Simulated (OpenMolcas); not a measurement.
**N3+: effect of the basis set**

```yaml
Program: OpenMolcas 26.06
Method: "MS-RASPT2, IPEA 0.25 Eh, imaginary shift 0.1 Eh (closed shells correlated: 1s)"
Active_space: 2 electrons in 9 orbitals (RAS2 2s 2p; RAS3 3d, at most 2 electrons)
State_averaging: 2S+1 = 3 even, 3 roots; 2S+1 = 1 even, 7 roots; 2S+1 = 3 odd, 3 roots; 2S+1 = 1 odd, 3 roots
Spin-orbit_coupling: RASSI with atomic mean-field integrals over the reference wave functions, term energies averaged over their components
```

A. ANO-RCC-VTZP [4s3p2d1f], DKH2, point nucleus; CASPT2 step about 5 core-seconds
B. ANO-R2 [4s4p2d1f], X2C, finite nucleus; CASPT2 step about 6 core-seconds
C. ANO-RCC-VQZP [5s4p3d2f1g], DKH2, point nucleus; CASPT2 step about 5 core-seconds
D. ANO-RCC [8s7p4d3f2g], DKH2, point nucleus; CASPT2 step roughly 18 core-seconds

Energies in cm⁻¹ above 2s² ¹S₀, the measured ground level; measured values from Moore, Selected Tables of Atomic Spectra, NSRDS-NBS 3, section 4.

```tsv
Level	A	B	C	D	Measured
2s² ¹S₀	0.0	0.0	0.0	0.0	0.0
2s 2p ³P°₀	67129	67436	67169	67244	67209
2s 2p ³P°₁	67198	67504	67237	67312	67272
2s 2p ³P°₂	67338	67640	67374	67450	67416
2s 2p ¹P°₁	131848	132065	131294	131186	130694
2p² ³P₀	175828	176197	175639	175786	175535
2p² ³P₁	175898	176265	175707	175855	175608
2p² ³P₂	176034	176399	175843	175991	175733
2p² ¹D₂	189677	190055	189310	189424	188882
2p² ¹S₀	237569	237676	236386	236313	235369
```

Deviations, from unrounded energies. A percentage is the sum of absolute deviations over the sum of measured energies, with the sign that they share, or ± where signs differ.

| Against measurement | Levels | A | B | C | D |
| --- | --- | --- | --- | --- | --- |
| mean absolute deviation (cm-1) | 9 | 580 | 840 | 270 | 320 |
| other configurations (%) | 9 | ±0.4 | +0.6 | ±0.2 | +0.2 |

C lies closest to measurement on these levels and B furthest from it. The largest miss of C in the table is 2p² ¹S₀, by +1000 cm-1. The ranking rests on the paired levels alone, and a cruder setting can come out closer through cancelling errors.

Among A to D the level of the table that moves most is 2p² ¹S₀, by 1400 cm-1 (lowest in D, highest in B).

Active for correlation alone: 3d; no level in the range computed is led by a configuration that fills it, so any true level of that kind is missing. Computed and measured levels are paired by configuration, term and J; levels that our copy of the source lacks, or whose pairing is in doubt (as where it misses far off the trend of its configuration), stay unpaired and out of the deviations. Levels of configurations outside the active space are missing.

° marks odd parity.
